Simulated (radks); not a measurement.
Values are calculated unless marked as measured or tabulated.
How relativity changes the ionisation of the silver ion Ag3+ ([Kr] 4d8) to Ag4+ ([Kr] 4d7). Spin-unpolarised spherical Kohn-Sham, PBEsol, point nucleus unless stated (finite: rms radius 4.5454 fm), a radial shooting solver on a logarithmic mesh with Libxc functionals. A level marked "c x" has the speed of light scaled by that factor and shares open shells by 2j + 1; other Dirac levels either fill j = l - 1/2 first or share by 2j + 1.

\begin{tabular}{lrrrrr}
level & E(Ag3+) (hartree) & E(Ag4+) (hartree) & IE (eV) & HOMO & <r> HOMO (bohr) \\ \hline
non-rel. & -5194.75524 & -5192.83366 & 52.289 & 4d & 1.239 \\
scalar-rel. & -5311.07661 & -5309.17688 & 51.694 & 4d & 1.248 \\
scalar-rel., finite nucleus & -5310.96710 & -5309.06737 & 51.695 & 4d & 1.248 \\
Dirac, 2j+1 shares & -5312.28106 & -5310.38153 & 51.689 & 4d5/2 & 1.254 \\
Dirac, low j first & -5312.30080 & -5310.41353 & 51.355 & 4d5/2 & 1.254 \\
Dirac, 2j+1 shares, finite nucleus & -5312.17128 & -5310.27174 & 51.689 & 4d5/2 & 1.254 \\
Dirac, c x 0.85 & -5361.36443 & -5359.47327 & 51.461 & 4d5/2 & 1.260 \\
Dirac, c x 3 & -5207.15121 & -5205.23210 & 52.222 & 4d5/2 & 1.240 \\
Dirac, c x 100 & -5194.76633 & -5192.84475 & 52.289 & 4d5/2 & 1.239 \\
\end{tabular}

NIST Atomic Spectra Database: 49 eV (theoretical). The relativistic part of the total energy of Ag3+ is -117.4 hartree (Dirac, 2j+1 shares, finite nucleus), 2.3 % of the non-relativistic value. Spin polarisation and multiplet splitting of open shells are left out at every level.

Beside tabulated values, note that relativity, absent from the non-relativistic runs, is large for the heavy elements, and spin-unpolarised runs miss the spin-polarisation part of the exchange energy of open shells.
